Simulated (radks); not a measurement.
Q: All-electron atom: Sc10+ in [Ne] 3s1 (the NIST ground configuration). Calculated with a radial shooting solver on a logarithmic mesh with Libxc functionals: non-relativistic Kohn-Sham, LB94 model potential, spin-polarised, spherical densities, point nucleus; open shells are filled with parallel spins first. Some entries of the table are withheld. Estimate them.

orbital  occ.  eigenvalue (hartree)  <1/r> (bohr^-1)  <r^2> (bohr^2)
1s up       1             -171.9859              (1)             (2)
1s down     1             -171.9540              (3)             (4)
2s down     1             -26.50325            4.275          0.1386
2s up       1             -26.49446            4.288          0.1375
2p down     3             -23.58649            4.241          0.1134
2p up       3             -23.58040            4.251          0.1125
3s down     0                   (5)            1.606          0.9136
3s up       1                   (6)            1.582          0.9336

A: 
(1) 1s up <1/r> (bohr^-1): 20.57
(2) 1s up <r^2> (bohr^2): 0.007209
(3) 1s down <1/r> (bohr^-1): 20.57
(4) 1s down <r^2> (bohr^2): 0.007211
(5) 3s down eigenvalue (hartree): -9.42155
(6) 3s up eigenvalue (hartree): -9.23747
